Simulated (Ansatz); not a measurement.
C₂H₆F₂N₂W (`C[N]=[W]([F])([F])=[N]C`). Charge 0, multiplicity 1. W takes the def2 core potential.

```csv
atom,x (Å),y (Å),z (Å)
C1,1.0830,0.0686,2.0655
N2,-0.1397,-0.3074,1.4528
W3,-1.3512,-0.5731,0.2321
F4,-1.6702,-2.4228,0.1323
F5,-2.8282,0.5146,0.6424
N6,-0.7229,-0.0582,-1.3072
C7,0.1680,0.4620,-2.2807
H8,1.7913,0.4793,1.3383
H9,0.9039,0.8255,2.8357
H10,1.5481,-0.7976,2.5466
H11,0.3593,-0.2856,-3.0572
H12,1.1272,0.7517,-1.8386
H13,-0.2687,1.3430,-2.7620
```

**Question.** What are the harmonic wavenumbers in cm⁻¹ at PBE0-D4/def2-TZVP (Ansatz, finite differences of forces, unscaled)? (Estimate.)

**Answer.** The calculation gave: 64, 74, 96, 113, 137, 149, 172, 229, 308, 361, 452, 646, 649, 662, 667, 1093, 1108, 1114, 1133, 1359, 1405, 1438, 1444, 1470, 1472, 1472, 1476, 3018, 3022, 3087, 3090, 3093, 3094.

**Question.** Is this a minimum?

**Answer.** Yes, all 33 modes are real.

**Question.** Give the ideal-gas thermochemistry at 298.15 K and 1 bar (rigid rotor, harmonic oscillator; point group C2v, symmetry number 2).

**Answer.** Zero-point energy 234.3 kJ/mol; H(298) − E = 263.0 kJ/mol; entropy 420.4 J/(mol·K), of which translation 179.1, rotation 115.6, vibration 125.7; G(298) − E = 137.7 kJ/mol. Modes under 100 cm⁻¹ are hindered rotations or soft bends, so the harmonic entropy is rough.

**Question.** And at 400, 500, 600, 800 and 1000 K?

**Answer.** 
```json
{"T (K)": "400", "H − E (kJ/mol)": "278.4", "S (J/mol/K)": "464.5", "G − E (kJ/mol)": "92.5"}
{"T (K)": "500", "H − E (kJ/mol)": "295.5", "S (J/mol/K)": "502.7", "G − E (kJ/mol)": "44.2"}
{"T (K)": "600", "H − E (kJ/mol)": "314.4", "S (J/mol/K)": "537.2", "G − E (kJ/mol)": "-7.9"}
{"T (K)": "800", "H − E (kJ/mol)": "356.5", "S (J/mol/K)": "597.5", "G − E (kJ/mol)": "-121.5"}
{"T (K)": "1000", "H − E (kJ/mol)": "402.9", "S (J/mol/K)": "649.2", "G − E (kJ/mol)": "-246.3"}
```

**Question.** Rotational constants (cm⁻¹)?

**Answer.** 0.05508, 0.0536, 0.04014.
